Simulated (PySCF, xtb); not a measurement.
Ga(Cl)(SH)2 (ClGaH2S2), SMILES [Ga]([Cl])([SH])[SH].

GFN2-xTB run with xtb at its own geometry gives an orbital gap of 3.26 eV and a dipole moment of 1.88 D.

The structure is a stationary point at PBE0-D3(BJ)/def2-SVP. The structure was generated by enumeration; whether it is a known compound was not checked. Other conformers were not sampled.

What does PySCF with HF/def2-TZVP give? (Estimate from the structure and the level; the computed values follow.)

gap 12.63 eV (levels -10.73 and 1.90 eV), dipole 2.61 D.
